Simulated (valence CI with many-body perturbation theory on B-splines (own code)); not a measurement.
## Sn XLV: electric-dipole lines

Level of theory: configuration interaction combined with many-body perturbation theory (CI+MBPT): four valence electrons over a frozen Dirac-Fock core [He], radial functions for each j: 11 s, 11 p, 10 d, 8 f, 5 g, 2 h, with the one-electron correlation potential Σ1 (screened to all orders), the two-electron term Σ2, the three-electron term Σ3, Breit, model QED; selected single and double excitations, second order for the rest, scaled by the run's own slope (own B-spline code, finite nucleus).

No measured spectrum was set against this ion. As an estimate, large intervals hold to a few tenths of a per cent, small ones and those within an open d or f shell to about a per cent. Among the levels kept, up to 840 cm⁻¹ of a level comes from second order outside the variational space, and about a tenth of that is noise between levels of different J, which matters for small intervals.

Lines 51 to 100 of 546 in falling wavelength, among levels below 5257.5 eV, chosen from the strongest by gf and those to the six lowest levels. Wavelengths and rates use the calculated energies. Electric multipoles are in the length gauge, E1 and E2 with the static RPA response of the core. Weak lines are less certain than strong ones. Lines between different terms over intervals too small for the method are left out, as are lines whose strength nearly cancels. Where a level lies close to another of its J and parity, the split of strength between their lines is uncertain. The highest levels of a list are the least certain.

Levels are named by their leading jj configuration (3d3/2^4 stands for four electrons in 3d with j = 3/2), which in mixed levels can hold well under half, so a name can repeat and another be missing. Letters in brackets count levels of one name in rising energy.

| λ vac (Å) | Upper | Lower | A (s⁻¹) | S (a.u.) with core polarisation | S without |
| --- | --- | --- | --- | --- | --- |
| 106.2 | (2s 2p1/2^2 3p3/2) J=1 | (2s 2p1/2^2 3s) J=0 | 2.70e+10 | 4.79e-02 | 4.79e-02 |
| 105.7 | (2p1/2^2 2p3/2 3p3/2) J=3 | (2p1/2^2 2p3/2 3s) J=2 | 4.66e+10 | 1.90e-01 | 1.90e-01 |
| 105.3 | (2s 2p3/2^2 3d3/2) J=3 [a] | (2s 2p3/2^2 3p1/2) J=3 | 1.23e+10 | 4.95e-02 | 4.95e-02 |
| 105.0 | (2s^2 2p3/2 3p3/2) J=3 | (2s^2 2p3/2 3s) J=2 | 2.09e+10 | 8.37e-02 | 8.36e-02 |
| 104.9 | (2p1/2^2 2p3/2 3d3/2) J=2 | (2p1/2^2 2p3/2 3p1/2) J=1 | 1.51e+10 | 4.29e-02 | 4.29e-02 |
| 104.8 | (2s 2p1/2 2p3/2 3d3/2) J=2 [a] | (2s 2p1/2 2p3/2 3p1/2) J=2 [a] | 1.26e+10 | 3.57e-02 | 3.57e-02 |
| 104.6 | (2p1/2 2p3/2^2 3d3/2) J=4 | (2p1/2 2p3/2^2 3p1/2) J=3 | 1.81e+10 | 9.19e-02 | 9.20e-02 |
| 104.5 | (2s 2p1/2 2p3/2 3p3/2) J=2 [c] | (2s 2p1/2 2p3/2 3s) J=1 [c] | 1.69e+10 | 4.76e-02 | 4.76e-02 |
| 104.2 | (2p1/2 2p3/2^2 3p3/2) J=3 [a] | (2p1/2 2p3/2^2 3s) J=2 [a] | 3.48e+10 | 1.36e-01 | 1.36e-01 |
| 104.0 | (2s 2p1/2 2p3/2 3d3/2) J=4 | (2s 2p1/2 2p3/2 3p1/2) J=3 [b] | 1.98e+10 | 9.87e-02 | 9.87e-02 |
| 103.9 | (2s 2p1/2 2p3/2 3p3/2) J=1 [b] | (2s 2p1/2 2p3/2 3s) J=2 [b] | 2.21e+10 | 3.67e-02 | 3.67e-02 |
| 103.9 | (2p1/2^2 2p3/2 3d3/2) J=3 | (2p1/2^2 2p3/2 3p1/2) J=2 | 3.03e+10 | 1.17e-01 | 1.17e-01 |
| 103.9 | (2s 2p3/2^2 3p3/2) J=4 | (2s 2p1/2 2p3/2 3d5/2) J=3 [c] | 1.13e+10 | 5.62e-02 | 5.62e-02 |
| 103.8 | (2s 2p3/2^2 3d3/2) J=3 [b] | (2s 2p3/2^2 3p1/2) J=2 [b] | 1.02e+10 | 3.93e-02 | 3.93e-02 |
| 103.7 | (2s^2 2p3/2 3d3/2) J=2 | (2s^2 2p3/2 3p1/2) J=2 | 1.10e+10 | 3.04e-02 | 3.04e-02 |
| 103.5 | (2s 2p1/2 2p3/2 3p3/2) J=4 | (2s 2p1/2 2p3/2 3s) J=3 | 4.35e+10 | 2.15e-01 | 2.15e-01 |
| 103.4 | (2s 2p1/2 2p3/2 3p3/2) J=2 [a] | (2s^2 2p3/2 3p3/2) J=1 | 1.46e+10 | 3.98e-02 | 3.99e-02 |
| 103.0 | (2p1/2 2p3/2^2 3p3/2) J=2 [a] | (2p1/2 2p3/2^2 3s) J=2 [a] | 1.95e+10 | 5.25e-02 | 5.25e-02 |
| 102.6 | (2s 2p3/2^2 3d3/2) J=2 [a] | (2s 2p3/2^2 3p1/2) J=2 [a] | 2.08e+10 | 5.53e-02 | 5.53e-02 |
| 102.4 | (2s 2p3/2^2 3d3/2) J=4 | (2s 2p3/2^2 3p1/2) J=3 | 1.67e+10 | 7.96e-02 | 7.96e-02 |
| 102.4 | (2s 2p3/2^2 3d3/2) J=2 [b] | (2s 2p3/2^2 3p1/2) J=1 [b] | 1.25e+10 | 3.30e-02 | 3.30e-02 |
| 102.4 | (2s 2p3/2^2 3d3/2) J=3 [a] | (2s 2p3/2^2 3p1/2) J=2 [a] | 1.14e+10 | 4.22e-02 | 4.22e-02 |
| 102.2 | (2p1/2 2p3/2^2 3d3/2) J=2 | (2p1/2 2p3/2^2 3p1/2) J=2 [a] | 1.20e+10 | 3.16e-02 | 3.16e-02 |
| 101.9 | (2s 2p1/2 2p3/2 3p3/2) J=3 [c] | (2s 2p1/2 2p3/2 3s) J=2 [c] | 4.19e+10 | 1.53e-01 | 1.53e-01 |
| 101.8 | (2s 2p1/2^2 3d3/2) J=2 | (2s 2p1/2^2 3p1/2) J=1 | 2.79e+10 | 7.28e-02 | 7.28e-02 |
| 101.6 | (2s 2p1/2^2 3d3/2) J=1 | (2s 2p1/2^2 3p1/2) J=0 | 2.04e+10 | 3.16e-02 | 3.16e-02 |
| 101.6 | (2s 2p1/2 2p3/2 3p3/2) J=3 [b] | (2s 2p1/2 2p3/2 3s) J=2 [b] | 2.42e+10 | 8.75e-02 | 8.76e-02 |
| 101.5 | (2s^2 2p3/2 3d3/2) J=2 | (2s^2 2p3/2 3p1/2) J=1 | 1.42e+10 | 3.66e-02 | 3.66e-02 |
| 101.1 | (2p1/2 2p3/2^2 3p3/2) J=2 [c] | (2p1/2 2p3/2^2 3s) J=1 [b] | 4.75e+10 | 1.21e-01 | 1.21e-01 |
| 100.4 | (2s 2p3/2^2 3d3/2) J=1 [a] | (2s 2p3/2^2 3p1/2) J=2 [a] | 2.73e+10 | 4.09e-02 | 4.09e-02 |
| 99.90 | (2s 2p1/2 2p3/2 3d3/2) J=3 [a] | (2s 2p1/2 2p3/2 3p1/2) J=2 [a] | 2.45e+10 | 8.43e-02 | 8.43e-02 |
| 99.85 | (2p1/2 2p3/2^2 3d3/2) J=1 | (2p1/2 2p3/2^2 3p1/2) J=1 [a] | 2.64e+10 | 3.89e-02 | 3.89e-02 |
| 99.66 | (2s 2p1/2 2p3/2 3d3/2) J=3 [c] | (2s 2p1/2 2p3/2 3p1/2) J=2 [c] | 3.11e+10 | 1.06e-01 | 1.06e-01 |
| 98.90 | (2p1/2 2p3/2^2 3d3/2) J=2 | (2p1/2 2p3/2^2 3p1/2) J=1 [a] | 1.34e+10 | 3.19e-02 | 3.19e-02 |
| 98.78 | (2p1/2^2 2p3/2 3d3/2) J=1 | (2p1/2^2 2p3/2 3p1/2) J=1 | 2.69e+10 | 3.83e-02 | 3.83e-02 |
| 98.49 | (2s 2p3/2^2 3p3/2) J=3 [a] | (2s 2p3/2^2 3s) J=3 | 1.72e+10 | 5.67e-02 | 5.67e-02 |
| 98.40 | (2s 2p3/2^2 3p3/2) J=4 | (2s 2p3/2^2 3s) J=3 | 3.56e+10 | 1.51e-01 | 1.51e-01 |
| 98.24 | (2s 2p1/2 2p3/2 3d3/2) J=2 [a] | (2s 2p1/2 2p3/2 3p1/2) J=1 [a] | 1.64e+10 | 3.83e-02 | 3.83e-02 |
| 98.19 | (2s^2 2p1/2 3d3/2) J=2 | (2s^2 2p1/2 3p1/2) J=1 | 3.13e+10 | 7.32e-02 | 7.32e-02 |
| 98.15 | (2p1/2 2p3/2^2 3d3/2) J=3 | (2p1/2 2p3/2^2 3p1/2) J=2 [a] | 1.67e+10 | 5.44e-02 | 5.44e-02 |
| 97.94 | (2s 2p3/2^2 3p3/2) J=2 [b] | (2s 2p3/2^2 3s) J=1 [a] | 3.11e+10 | 7.22e-02 | 7.22e-02 |
| 97.83 | (2p1/2 2p3/2^2 3p3/2) J=1 [c] | (2p1/2 2p3/2^2 3s) J=0 | 3.46e+10 | 4.79e-02 | 4.79e-02 |
| 97.79 | (2s 2p1/2 2p3/2 3p3/2) J=3 [a] | (2s 2p1/2 2p3/2 3s) J=2 [a] | 4.66e+10 | 1.50e-01 | 1.50e-01 |
| 97.69 | (2s^2 2p1/2 3p3/2) J=1 | (2s^2 2p1/2 3s) J=0 | 2.13e+10 | 2.94e-02 | 2.94e-02 |
| 97.69 | (2p1/2^2 2p3/2 3p3/2) J=2 | (2p1/2^2 2p3/2 3s) J=1 | 3.52e+10 | 8.09e-02 | 8.09e-02 |
| 97.61 | (2s 2p1/2 2p3/2 3d3/2) J=1 [a] | (2s 2p1/2 2p3/2 3p1/2) J=1 [a] | 2.69e+10 | 3.70e-02 | 3.71e-02 |
| 97.16 | (2s 2p1/2^2 3p3/2) J=2 | (2s 2p1/2^2 3s) J=1 | 5.36e+10 | 1.21e-01 | 1.21e-01 |
| 96.94 | (2s 2p3/2^2 3d3/2) J=2 [c] | (2s 2p3/2^2 3p1/2) J=1 [a] | 1.34e+10 | 3.01e-02 | 3.01e-02 |
| 96.50 | (2s 2p1/2 2p3/2 3p3/2) J=2 [b] | (2s^2 2p3/2 3p3/2) J=2 | 1.61e+10 | 3.57e-02 | 3.57e-02 |
| 96.48 | (2p1/2 2p3/2^2 3p3/2) J=1 [a] | (2p1/2 2p3/2^2 3s) J=1 [a] | 2.20e+10 | 2.92e-02 | 2.93e-02 |
